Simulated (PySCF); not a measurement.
## A ladder of Hamiltonians for Hg(68+) (mercury, charge +68)

Occupied: 1s1/2, 2s1/2, 2p1/2, 2p3/2, 3s1/2. Hartree-Fock calculated with PySCF 2.14 in an uncontracted even-tempered set (16 s from 11 bohr⁻², ratio 2.7; 14 p from 13 bohr⁻², ratio 2.7), Gaussian nucleus throughout. NR is non-relativistic, sf-X2C the spin-free one-electron X2C Hamiltonian, X2C adds the bare one-electron spin-orbit term, X2C-SNSO screens it by Boettger's factors, DC is four-component Dirac-Coulomb, and the Gaunt and Breit terms are added at first order (total energies over the DC spinors, levels after relaxing the spinors in that mean field). QED terms are absent. Levels marked empty are virtual spinors of this ion; the basis has s and p functions only, so 3d, which can lie below the n = 4 levels, is absent.

```json
{"Hamiltonian": "NR", "E (hartree)": "-12685.4577", "E − E(DC) (hartree)": "1125.4655", "CPU seconds": "0.46"}
{"Hamiltonian": "sf-X2C", "E (hartree)": "-13778.1818", "E − E(DC) (hartree)": "32.7413", "CPU seconds": "0.34"}
{"Hamiltonian": "X2C", "E (hartree)": "-13804.8504", "E − E(DC) (hartree)": "6.0727", "CPU seconds": "0.34"}
{"Hamiltonian": "X2C-SNSO", "E (hartree)": "-13803.4091", "E − E(DC) (hartree)": "7.5140", "CPU seconds": "0.34"}
{"Hamiltonian": "DC", "E (hartree)": "-13810.9232", "E − E(DC) (hartree)": "0.0000", "CPU seconds": "17"}
{"Hamiltonian": "DC+Gaunt", "E (hartree)": "-13791.8085", "E − E(DC) (hartree)": "19.1147", "CPU seconds": "29"}
{"Hamiltonian": "DC+Breit", "E (hartree)": "-13793.4721", "E − E(DC) (hartree)": "17.4511", "CPU seconds": "80"}
```

| level (eV) | NR | sf-X2C | X2C | X2C-SNSO | DC | DC+Gaunt | DC+Breit |
| --- | --- | --- | --- | --- | --- | --- | --- |
| 1s1/2 | -81576.8 | -89734.7 | -89708.6 | -89710.0 | -89827.3 | -89517.0 | -89537.6 |
| 2s1/2 | -18420.1 | -20779.0 | -20772.5 | -20772.9 | -20790.4 | -20755.3 | -20758.1 |
| 2p1/2 | -17987.6 | -18761.2 | -20257.0 | -20211.3 | -20224.5 | -20164.1 | -20169.8 |
| 2p3/2 | -17987.6 | -18761.2 | -18187.6 | -18201.1 | -18212.8 | -18173.6 | -18179.4 |
| 3s1/2 | -7726.4 | -8471.0 | -8469.9 | -8469.9 | -8474.2 | -8464.8 | -8465.9 |
| 3p1/2 (empty) | -7471.6 | -7782.1 | -8178.3 | -8166.4 | -8169.8 | -8154.3 | -8156.4 |
| 3p3/2 (empty) | -7471.6 | -7782.1 | -7627.4 | -7631.0 | -7633.5 | -7623.5 | -7625.5 |
| 4s1/2 (empty) | -4173.3 | -4474.1 | -4473.7 | -4473.7 | -4475.2 | -4471.8 | -4472.3 |

```
interval (eV)    X2C  X2C-SNSO     DC  DC+Gaunt  DC+Breit
2p3/2 − 2p1/2   2069      2010   2012      1991      1990
3p3/2 − 3p1/2  550.9     535.3  536.3     530.9     530.8
```

Weight of the small component: 1s1/2 0.0926, 2s1/2 0.0219, 2p1/2 0.0218, 2p3/2 0.0194, 3s1/2 0.00855, 3p1/2 0.00845, 3p3/2 0.00783, 4s1/2 0.00414.

Koopmans' value for the highest occupied level at DC+Breit: 8465.9 eV, against an ionisation energy of 8470 ± 50 eV (theoretical estimate listed by NIST; NIST Atomic Spectra Database, ionization energies); the former lacks relaxation, correlation, QED and recoil.

The whole ladder took 130 s of wall time on 1 thread of Neoverse-N1 (shared host), launched as `OMP_NUM_THREADS=1 python relrun2.py TASK.json OUT` (a driver that calls PySCF for each Hamiltonian).
